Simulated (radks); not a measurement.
The numbers below are computed, except where a source is named.
All-electron atom: the cerium ion Ce+ in [Xe] 4f1 5d2.

Level of theory: Dirac Kohn-Sham, PBE, spin-unpolarised, spherical densities, finite nucleus; open shells fill j = l - 1/2 first; Fermi nuclear charge, rms radius 4.8771 fm (a radial shooting solver on a logarithmic mesh with Libxc functionals).

Energy parts (hartree):
part                       energy
total                  -8864.5493
kinetic                 9509.5088
electron-nucleus      -21583.2540
Hartree                 3419.2130
exchange-correlation    -210.0171

Orbitals (lengths in bohr, moments of r in powers of bohr; r(90%) holds 90 % of the orbital's charge):
1s1/2: occ. 2; eigenvalue (hartree) -1478.608; r(90%) 0.0443
2s1/2: occ. 2; eigenvalue (hartree) -236.7617; r(90%) 0.163
2p1/2: occ. 2; eigenvalue (hartree) -223.5529; r(90%) 0.145
2p3/2: occ. 4; eigenvalue (hartree) -207.1409; r(90%) 0.153
3s1/2: occ. 2; eigenvalue (hartree) -51.08782; r(90%) 0.409
3p1/2: occ. 2; eigenvalue (hartree) -45.49242; r(90%) 0.403
3p3/2: occ. 4; eigenvalue (hartree) -42.26724; r(90%) 0.420
3d3/2: occ. 4; eigenvalue (hartree) -32.48205; r(90%) 0.394
3d5/2: occ. 6; eigenvalue (hartree) -31.78952; r(90%) 0.399
4s1/2: occ. 2; eigenvalue (hartree) -10.44480; r(90%) 0.915
4p1/2: occ. 2; eigenvalue (hartree) -8.36626; r(90%) 0.954
4p3/2: occ. 4; eigenvalue (hartree) -7.67364; r(90%) 0.993
4d3/2: occ. 4; eigenvalue (hartree) -4.26075; r(90%) 1.11
4d5/2: occ. 6; eigenvalue (hartree) -4.13937; r(90%) 1.12
4f5/2: occ. 1; eigenvalue (hartree) -0.34013; r(90%) 1.93
4f7/2: occ. 0; eigenvalue (hartree) -0.32805; r(90%) 1.95
5s1/2: occ. 2; eigenvalue (hartree) -1.62680; r(90%) 2.19
5p1/2: occ. 2; eigenvalue (hartree) -1.06476; r(90%) 2.50
5p3/2: occ. 4; eigenvalue (hartree) -0.96568; r(90%) 2.63
5d3/2: occ. 2; eigenvalue (hartree) -0.26689; r(90%) 4.44
5d5/2: occ. 0; eigenvalue (hartree) -0.25936; r(90%) 4.53

The highest occupied level is 5d3/2 at -7.263 eV. The configuration is held as typed, so some empty levels lie below it. For comparison, the ionisation energy in NIST's Atomic Spectra Database is 10.96 eV (semi-empirical). In exact Kohn-Sham theory the highest level is minus the ionisation energy, but local and semilocal functionals leave it too shallow, through self-interaction and a potential that decays too fast; potentials with the right tail come closer. The electron density at the nucleus is 3.829e+05 e/bohr^3.

Beside tabulated values, note that spin-unpolarised runs miss the spin-polarisation part of the exchange energy of open shells.
